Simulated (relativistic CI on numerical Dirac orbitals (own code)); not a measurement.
**Zr+: resonant inelastic scattering at the L2,3 edge**

Computed with this model: Dirac-Coulomb-Breit CI, orbitals from a KLI potential per configuration, model QED (radiative potential, 1s self-energy scaled to tabulated hydrogen-like ionisation energies), valence Slater integrals scaled by 0.8, Kramers-Heisenberg scattering through one core-hole configuration in a parametric crystal field; configurations [Kr] 4d3 → [He] 2s2 2p5 3s2 3p6 3d10 4s2 4p6 4d4; 300 K; core-hole width 2.4 eV; summed over polarisations. Incident energies are the highest absorption maxima for each field (at most a few, so the weaker spin-orbit partner edge can be absent), on the computed scale of the free ion. Intensities are in per cent of the strongest line above 0.02 eV; levels within 1 cm⁻¹ are merged; final levels count from the ground level, the first row holds all elastic scattering, lines under 0.4 are left out and each table stops after 24 rows. The scale of the Slater integrals is a model choice and moves the terms in proportion. The configuration is assumed, with all valence electrons in the open shell; the free ion's ground configuration is another.

Field parameters in Wybourne normalisation: D3d B²₀ = −7Dσ, B⁴₀ = −14Dq − 21Dτ, B⁴₃ = −14√(10/7) Dq; D4h B²₀ = −7Ds, B⁴₀ = 21(Dq − Dt), B⁴₄ = 21√(5/14) Dq; Td as Oh with Dq negative (B⁴₀ = 21Dq, B⁴₄ = √(5/14) B⁴₀). The field is a parameter set, without covalency.

S is read from ⟨S²⟩ = S(S + 1).

Td, 10Dq = -4050 cm⁻¹:

| Final level (eV) | Degeneracy | Irrep | S | 2223.8 eV | 2308.3 eV |
| --- | --- | --- | --- | --- | --- |
| 0.000 | 4 | Γ8 | 1.50 | 4016.5 | 599.8 |
| 0.006 | 2 | Γ7 | 1.50 | 20.6 | 31.1 |
| 0.043 | 4 | Γ8 | 1.50 | 67.7 | 23.6 |
| 0.068 | 2 | Γ6 | 1.50 | 41.5 | 5.0 |
| 0.452 | 2 | Γ7 | 1.50 | 39.3 | 12.1 |
| 0.456 | 4 | Γ8 | 1.49 | 56.1 | 30.7 |
| 0.475 | 2 | Γ6 | 1.50 | 17.5 | 5.1 |
| 0.477 | 4 | Γ8 | 1.49 | 36.8 | 18.3 |
| 0.579 | 4 | Γ8 | 0.53 | 70.5 | 56.3 |
| 0.961 | 4 | Γ8 | 1.25 | 14.9 | 7.8 |
| 0.963 | 2 | Γ6 | 0.50 | 10.3 | 11.9 |
| 0.979 | 2 | Γ7 | 0.51 | 11.7 | 11.1 |
| 0.981 | 4 | Γ8 | 0.80 | 17.9 | 17.1 |
| 1.021 | 4 | Γ8 | 0.62 | 25.8 | 26.5 |
| 1.194 | 2 | Γ6 | 1.25 | 100.0 | 13.9 |
| 1.198 | 4 | Γ8 | 1.25 | 75.9 | 20.2 |
| 1.258 | 2 | Γ7 | 1.50 | 14.7 | 7.5 |
| 1.259 | 4 | Γ8 | 1.50 | 19.4 | 35.4 |
| 1.265 | 2 | Γ6 | 0.89 | 41.9 | 15.6 |
| 1.308 | 4 | Γ8 | 0.88 | 36.4 | 12.7 |
| 1.348 | 2 | Γ6 | 0.50 | 6.2 | 4.3 |
| 1.489 | 4 | Γ8 | 0.51 | 17.8 | 14.9 |
| 1.500 | 2 | Γ7 | 0.51 | 5.4 | 4.9 |
| 1.556 | 4 | Γ8 | 0.50 | 12.4 | 11.5 |

D4h, 10Dq = 22000, Ds = -630, Dt = -630 cm⁻¹:

```
Final level (eV)  Degeneracy  Irrep     S  2224.7 eV  2307.7 eV  2308.7 eV
           0.000           4  Γ6+Γ7  1.50     2284.1      506.9      458.4
           1.088           2     Γ7  0.50        8.7       23.2       11.3
           1.094           2     Γ7  0.50        8.8       22.7       12.2
           1.095           2     Γ6  0.50        7.0       17.8        9.0
           1.110           2     Γ6  0.50       13.9       38.1       18.9
           1.134           2     Γ6  0.50        9.7       24.6       12.0
           1.770           2     Γ7  0.50       16.4       46.3       22.2
           1.793           2     Γ6  0.50       16.3       41.9       21.1
           1.817           2     Γ7  0.50       19.8       53.4       27.0
           2.728           2     Γ7  1.50       72.1       14.8       24.0
           2.729           2     Γ6  1.50       92.3       24.9       42.1
           3.207           2     Γ6  1.50      100.0        5.9       11.0
           3.216           2     Γ6  1.50       88.2       14.7       25.2
           3.224           2     Γ7  1.50       70.9       20.7       35.2
           3.231           2     Γ7  1.50       47.5       22.0       38.3
           3.762           2     Γ6  0.51        1.3        0.1        0.2
           3.836           2     Γ7  0.51       13.3        4.0        8.0
           3.858           2     Γ6  0.53        3.7        0.3        0.7
           3.871           2     Γ7  1.50       81.1       12.6       23.0
           3.881           2     Γ7  1.50       76.3       10.1       20.3
           3.891           2     Γ6  1.49       69.7        8.3       18.7
           3.903           2     Γ6  1.49       58.7        7.7       19.0
           4.063           2     Γ7  1.50       47.2        7.6       16.4
           4.064           2     Γ6  1.49       47.8        9.9       21.3
```

D3d, 10Dq = 10500, Dσ = -250, Dτ = -410 cm⁻¹:

```csv
Final level (eV),Degeneracy,Irrep,S,2223.7 eV,2308.1 eV
0.000,2,Γ5+Γ6,1.50,5111.0,1028.7
0.000,2,Γ4,1.50,13.3,14.6
0.771,2,Γ4,0.57,32.0,60.2
0.790,2,Γ5+Γ6,0.55,24.4,34.8
0.952,2,Γ4,1.49,71.0,31.3
0.955,2,Γ4,1.48,75.7,30.5
0.956,2,Γ5+Γ6,1.47,78.5,29.2
0.959,2,Γ4,1.47,88.2,26.1
1.081,2,Γ4,0.53,15.4,12.0
1.098,2,Γ5+Γ6,0.55,32.9,44.4
1.101,2,Γ4,0.54,37.4,42.7
1.259,2,Γ5+Γ6,1.48,100.0,33.1
1.259,2,Γ4,1.49,86.5,23.5
1.553,2,Γ4,0.98,52.6,61.9
1.589,2,Γ4,1.48,26.6,40.1
1.592,2,Γ5+Γ6,1.49,38.1,25.3
1.593,2,Γ4,1.50,58.7,10.6
1.612,2,Γ4,1.18,67.9,4.9
1.772,2,Γ5+Γ6,0.57,40.1,36.2
1.804,2,Γ4,0.57,41.5,30.5
1.869,2,Γ4,1.44,57.9,20.9
1.876,2,Γ5+Γ6,1.46,56.2,15.5
1.921,2,Γ4,0.50,14.4,14.1
1.934,2,Γ5+Γ6,0.51,9.9,8.4
```

For the first field the strongest loss at the lowest incident energy is the level at 1.19 eV (S = 1.25, against 1.50 in the thermal ground state). Levels of other spin, the first over 8 % at 0.58 eV, appear because spin-orbit coupling of the core hole, and in heavier ions of the valence shell too, mixes spins.
